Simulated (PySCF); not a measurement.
Calculation: TPSSh-D3(BJ)/def2-TZVP // CAM-B3LYP-D3(BJ)/def2-TZVP (PySCF). All species are isolated molecules in the gas phase. One relaxed conformer stands for a flexible species; it need not be the lowest. Delta-SCF ions had no search for a lower state. Excitations are Tamm–Dancoff values on a coarser integration grid. The basis has no diffuse functions, so Rydberg states are missing or too high.

Reference species (SMILES): `C(=C\C(Cl)=C)/[SiH3]` (Cl–C–C–C torsion 0°) (neutral, multiplicity 1).

```json
{
  "vertical ionisation energy (Delta-SCF)": "8.83 eV",
  "HOMO–LUMO gap": "4.67 eV",
  "brightest of the four lowest singlets (TDA)": "6.03 eV",
  "S1–T1 gap (TDA)": "2.42 eV"
}
```

Changed species: `[SiH3]/C=C/C=C\Cl` (C–C–C–C torsion 180°).

Predict the effect on the vertical ionisation energy (Delta-SCF), HOMO–LUMO gap, brightest of the four lowest singlets (TDA) and S1–T1 gap (TDA).

the vertical ionisation energy (Delta-SCF) drops by 0.24 eV, to 8.59 eV; the HOMO–LUMO gap falls by 0.21 eV, to 4.46 eV; the brightest of the four lowest singlets (TDA) drops by 0.67 eV, to 5.36 eV; the S1–T1 gap (TDA) drops by 0.04 eV, to 2.38 eV.
